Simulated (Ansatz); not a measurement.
# Ansatz input wanted

CH4ClFOSi+: 9 atoms, total charge +1, spin state doublet. As SMILES of the parent species, `C[Si](O)(F)Cl`. The coordinates come from a PBE0-D4/def2-TZVP relaxation. This is one conformer, not always the lowest. That shape belongs to the parent species and isn't relaxed for this state.

```xyz
9

C    -1.1424   -0.1786    0.5122
Si    0.5613    0.2184   -0.0380
O     1.0481   -0.8866   -1.1225
F     1.5533    0.2303    1.2062
Cl    0.6894    2.0975   -0.8451
H    -1.8336   -0.1419   -0.3315
H    -1.4763    0.5347    1.2677
H    -1.1718   -1.1823    0.9424
H     1.8607   -0.7380   -1.6086
```

Settings wanted:

```yaml
basis_set: def2-SVP
task: energy
method: HF
reference: UHF
relativity: none
accuracy: high
start_density: atoms
```

Question: Give an Ansatz 0.2.0 job that does this.

Answer: One that was run (others would do as well):

job.yaml:
```yaml
basis:
  gaussian: {orbitals: def2-SVP}
crystal:
  periodic: [false, false, false]
  atoms:
    - {symbol: C, position_ang: [-1.142400, -0.178600, 0.512200]}
    - {symbol: Si, position_ang: [0.561300, 0.218400, -0.038000]}
    - {symbol: O, position_ang: [1.048100, -0.886600, -1.122500]}
    - {symbol: F, position_ang: [1.553300, 0.230300, 1.206200]}
    - {symbol: Cl, position_ang: [0.689400, 2.097500, -0.845100]}
    - {symbol: H, position_ang: [-1.833600, -0.141900, -0.331500]}
    - {symbol: H, position_ang: [-1.476300, 0.534700, 1.267700]}
    - {symbol: H, position_ang: [-1.171800, -1.182300, 0.942400]}
    - {symbol: H, position_ang: [1.860700, -0.738000, -1.608600]}
total_charge: 1
magnetization: {spin_polarized: true, initial_magnetization: 1}
hamiltonian: {xc: hf}
accuracy: high
output: {orbitals: {seedname: orbitals}}
```

```bash
$ ansatz run job.yaml --threads 1 --pin off --max-ram 3480MiB --events-out events.jsonl --progress --plain --runs-dir runs
```

Calculated total energy: -962.29868 Eh.
